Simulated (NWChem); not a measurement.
System: BHSF2; SMILES FB(F)S

NWChem printed, in part:

```
             Northwest Computational Chemistry Package (NWChem) 7.3.0
             --------------------------------------------------------

 CS  symmetry detected

                             Geometry "geometry" -> ""
                             -------------------------

 Output coordinates in angstroms (scale by  1.889725989 to convert to a.u.)

  No.       Tag          Charge          X              Y              Z
 ---- ---------------- ---------- -------------- -------------- --------------
    1 B                    5.0000     0.01431152    -0.47276086     0.00000000
    2 F                    9.0000     1.15692782    -1.13864875     0.00000000
    3 F                    9.0000    -1.12215850    -1.15269074     0.00000000
    4 S                   16.0000     0.05611797     1.34230000     0.00000000
    5 H                    1.0000    -1.28236900     1.50905969     0.00000000

 Effective nuclear repulsion energy (a.u.)     144.3072076594

      Symmetry information
      --------------------

 Group name             Cs
 Group number              2
 Group order               2
 No. of unique centers     5

                                 NWChem DFT Module
                                 -----------------

 Summary of "ao basis" -> "ao basis" (spherical)
 ------------------------------------------------------------------------------
       Tag                 Description            Shells   Functions and Types
 ---------------- ------------------------------  ------  ---------------------
 B                          def2-svp                 6       14   3s2p1d
 F                          def2-svp                 6       14   3s2p1d
 S                          def2-svp                 8       18   4s3p1d
 H                          def2-svp                 3        5   2s1p

      Symmetry analysis of basis
      --------------------------

        a'         47
        a"         18

            General Information
            -------------------
          SCF calculation type: DFT
          Wavefunction type:  closed shell.
          No. of atoms     :     5
          No. of electrons :    40
           Alpha electrons :    20
            Beta electrons :    20
          Charge           :     0
          Spin multiplicity:     1
          Use of symmetry is: on ; symmetry adaption is: on
          Maximum number of iterations: 150
          AO basis - number of functions:    65
                     number of shells:    29
          Convergence on energy requested:  1.00D-06
          Convergence on density requested:  1.00D-05
          Convergence on gradient requested:  5.00D-04

              XC Information
              --------------
                        Slater Exchange Functional  1.000 local
            Perdew 1991 LDA Correlation Functional  1.000 local

             Grid Information
             ----------------
          Grid used for XC integration:  medium
          Radial quadrature: Mura-Knowles
          Angular quadrature: Lebedev.
          Tag              B.-S. Rad. Rad. Pts. Rad. Cut. Ang. Pts.
          ---              ---------- --------- --------- ---------
          B                   0.85       49           8.0       434
          F                   0.50       49          10.0       434
          S                   1.00       88           8.0       590
          H                   0.35       45           8.0       434
          Grid pruning is: on
          Number of quadrature shells:   280
          Spatial weights used:  Erf1

      Superposition of Atomic Density Guess
      -------------------------------------

 Sum of atomic energies:        -620.93561486

      Non-variational initial energy
      ------------------------------

 Total energy =    -621.949657
 1-e energy   =   -1147.246922
 2-e energy   =     380.990057
 HOMO         =      -0.336546
 LUMO         =       0.095639

      Symmetry analysis of molecular orbitals - initial
      -------------------------------------------------

  Numbering of irreducible representations:

     1 a'          2 a"

  Orbital symmetries:

     1 a'          2 a'          3 a'          4 a'          5 a'
     6 a'          7 a'          8 a"          9 a'         10 a'
    11 a'         12 a'         13 a'         14 a'         15 a"
    16 a"         17 a'         18 a'         19 a'         20 a"
    21 a'         22 a"         23 a'         24 a'         25 a'
    26 a'         27 a"         28 a'         29 a'         30 a'

     ---------------------------------------------
      Total Density - Mulliken Population Analysis
     ---------------------------------------------

    Atom       Charge   Shell Charges
 -----------   ------   -------------------------------------------------------
    1 B    5     4.16   1.99  0.72  0.09  0.97  0.19  0.19
    2 F    9     9.36   1.99  1.15  0.72  3.50  2.00  0.00
    3 F    9     9.36   1.99  1.15  0.72  3.50  2.00  0.00
    4 S   16    16.32   2.00  1.99  1.19  0.62  5.94  1.80  2.75  0.03
    5 H    1     0.79   0.58  0.19  0.03

   convergence    iter        energy       DeltaE   RMS-Dens  Diis-err
 ---------------- ----- ----------------- --------- --------- ---------
 d= 0,ls=0.0,diis     1   -620.1457546287 -7.64D+02  2.46D-02  1.27D+00
 d= 0,ls=0.0,diis     2   -619.9766379741  1.69D-01  1.51D-02  3.23D+00
 d= 0,ls=0.0,diis     3   -620.2567305331 -2.80D-01  2.86D-03  8.55D-02
 d= 0,ls=0.0,diis     4   -620.2615977414 -4.87D-03  1.75D-03  1.51D-02
 d= 0,ls=0.0,diis     5   -620.2633744812 -1.78D-03  5.10D-04  1.31D-03
  Resetting Diis
 d= 0,ls=0.0,diis     6   -620.2635780841 -2.04D-04  7.73D-05  3.35D-05
 d= 0,ls=0.0,diis     7   -620.2635815382 -3.45D-06  8.41D-05  1.03D-05
 d= 0,ls=0.0,diis     8   -620.2635785620  2.98D-06  5.20D-05  4.31D-05
 d= 0,ls=0.0,diis     9   -620.2635825720 -4.01D-06  6.65D-06  2.21D-07
 d= 0,ls=0.0,diis    10   -620.2635825991 -2.71D-08  1.12D-06  9.92D-09

         Total DFT energy =     -620.263582599141
      One electron energy =    -1148.810827379554
           Coulomb energy =      432.342733773883
    Exchange-Corr. energy =      -48.102696652849
 Nuclear repulsion energy =      144.307207659380

 Numeric. integr. density =       40.000003161054

                  Occupations of the irreducible representations
                  ----------------------------------------------

                     irrep           alpha         beta
                     --------     --------     --------
                     a'               16.0         16.0
                     a"                4.0          4.0

                       DFT Final Molecular Orbital Analysis
                       ------------------------------------

 Vector   18  Occ=2.000000D+00  E=-3.633843D-01  Symmetry=a'
              MO Center=  4.6D-01, -5.5D-01, -6.1D-15, r^2= 2.5D+00
   Bfn.  Coefficient  Atom+Function         Bfn.  Coefficient  Atom+Function
  ----- ------------  ---------------      ----- ------------  ---------------
    19      0.475201  2 F  py                22     -0.311476  2 F  py
    18      0.269610  2 F  px                32      0.236229  3 F  px
    61     -0.189481  5 H  s                 21     -0.177067  2 F  px
    50      0.154429  4 S  px                53      0.141868  4 S  px
    35     -0.139484  3 F  px                46      0.135490  4 S  s

 Vector   19  Occ=2.000000D+00  E=-3.162575D-01  Symmetry=a'
              MO Center= -3.5D-02,  9.1D-01, -1.5D-15, r^2= 2.5D+00
   Bfn.  Coefficient  Atom+Function         Bfn.  Coefficient  Atom+Function
  ----- ------------  ---------------      ----- ------------  ---------------
    54      0.384799  4 S  py                51      0.316264  4 S  py
    33     -0.288678  3 F  py                53      0.232950  4 S  px
     5      0.216076  1 B  py                45      0.209964  4 S  s
    50      0.206693  4 S  px                36      0.183123  3 F  py
    48      0.183545  4 S  py                46      0.174240  4 S  s

 Vector   20  Occ=2.000000D+00  E=-2.582298D-01  Symmetry=a"
              MO Center=  3.1D-02,  1.1D+00,  2.5D-15, r^2= 1.8D+00
   Bfn.  Coefficient  Atom+Function         Bfn.  Coefficient  Atom+Function
  ----- ------------  ---------------      ----- ------------  ---------------
    55      0.603481  4 S  pz                52      0.436775  4 S  pz
    49      0.250507  4 S  pz                 6     -0.135178  1 B  pz
    20      0.128099  2 F  pz                34      0.122965  3 F  pz
    23     -0.095594  2 F  pz                37     -0.091877  3 F  pz
     9      0.062384  1 B  pz                11      0.034607  1 B  d -1

 Vector   21  Occ=0.000000D+00  E=-3.177903D-02  Symmetry=a"
              MO Center=  1.6D-02, -2.7D-01, -8.6D-14, r^2= 2.2D+00
   Bfn.  Coefficient  Atom+Function         Bfn.  Coefficient  Atom+Function
  ----- ------------  ---------------      ----- ------------  ---------------
     6      0.688561  1 B  pz                 9     -0.488097  1 B  pz
    55      0.363947  4 S  pz                20     -0.260036  2 F  pz
    34     -0.259613  3 F  pz                23      0.228318  2 F  pz
    37      0.227190  3 F  pz                52      0.188789  4 S  pz
    49      0.104447  4 S  pz                57      0.097016  4 S  d -1

 Vector   22  Occ=0.000000D+00  E=-1.636557D-02  Symmetry=a'
              MO Center= -7.4D-01,  1.3D+00, -2.7D-16, r^2= 2.9D+00
   Bfn.  Coefficient  Atom+Function         Bfn.  Coefficient  Atom+Function
  ----- ------------  ---------------      ----- ------------  ---------------
    62      1.194588  5 H  s                 53      0.777947  4 S  px
    46     -0.759862  4 S  s                 61      0.346984  5 H  s
     3      0.304416  1 B  s                 50      0.262726  4 S  px
    45     -0.219517  4 S  s                  7      0.190318  1 B  px
     2     -0.185800  1 B  s                 54     -0.161818  4 S  py

 Vector   23  Occ=0.000000D+00  E= 3.592368D-02  Symmetry=a'
              MO Center= -1.1D-01, -1.6D-01, -3.0D-15, r^2= 3.7D+00
   Bfn.  Coefficient  Atom+Function         Bfn.  Coefficient  Atom+Function
  ----- ------------  ---------------      ----- ------------  ---------------
     3      1.579591  1 B  s                 54      0.684341  4 S  py
    46     -0.467759  4 S  s                 31     -0.447602  3 F  s
    17     -0.341212  2 F  s                 45     -0.290682  4 S  s
     2      0.209620  1 B  s                 51      0.203965  4 S  py
    44      0.155068  4 S  s                 30     -0.153727  3 F  s

     ---------------------------------------------
      Total Density - Mulliken Population Analysis
     ---------------------------------------------

    Atom       Charge   Shell Charges
 -----------   ------   -------------------------------------------------------
    1 B    5     4.94   1.98  0.76  0.03  1.58  0.36  0.24
    2 F    9     9.04   1.99  1.12  0.73  3.36  1.84  0.01
    3 F    9     9.04   1.99  1.12  0.73  3.36  1.84  0.01
    4 S   16    16.09   2.00  1.98  1.27  0.56  5.92  1.86  2.46  0.05
    5 H    1     0.89   0.68  0.17  0.03

     -------------------------------------------
      Total Density - Lowdin Population Analysis
     -------------------------------------------

    Atom       Charge   Shell Charges
 -----------   ------   -------------------------------------------------------
    1 B    5     5.41   1.96  0.51  0.24  1.42  0.74  0.54
    2 F    9     8.91   1.97  0.97  0.71  3.20  2.05  0.01
    3 F    9     8.92   1.97  0.97  0.71  3.20  2.06  0.01
    4 S   16    15.79   2.00  1.95  0.96  0.63  5.81  1.91  2.48  0.06
    5 H    1     0.97   0.59  0.30  0.08

     Multipole analysis of the density
     ---------------------------------

     L   x y z        total         alpha         beta         nuclear
     -   - - -        -----         -----         ----         -------
     0   0 0 0     -0.000000    -20.000000    -20.000000     40.000000

     1   1 0 0     -0.409985     -0.204992     -0.204992     -0.000000
     1   0 1 0      0.335438      0.167719      0.167719     -0.000000
     1   0 0 1     -0.000000     -0.000000     -0.000000      0.000000

     2   2 0 0    -20.979799    -55.262792    -55.262792     89.545784
     2   1 1 0     -1.559472      0.966981      0.966981     -3.493433
     2   1 0 1     -0.000000     -0.000000     -0.000000      0.000000
     2   0 2 0    -21.767454   -110.605762   -110.605762    199.444070
     2   0 1 1      0.000000      0.000000      0.000000      0.000000
     2   0 0 2    -21.012222    -10.506111    -10.506111      0.000000
```

Level: LDA (Slater exchange, PW92)/def2-SVP. The geometry was optimised at B3LYP/6-31G* (spherical d).

**Question.** Write an input that gives this output.

**Answer.** This is not unique; one that fits is the input that was run:
```
start job
memory heap 200 mb stack 900 mb global 1100 mb
geometry units angstroms noautoz
  B      0.009338    -0.473922     0.000000
  F      1.138358    -1.162611     0.000000
  F     -1.140551    -1.130903     0.000000
  S      0.087569     1.339934     0.000000
  H     -1.247301     1.533527     0.000000
end
basis spherical
  B library def2-svp
  F library def2-svp
  S library def2-svp
  H library def2-svp
end
dft
  xc slater pw91lda
  iterations 150
  mulliken
end
task dft energy
```
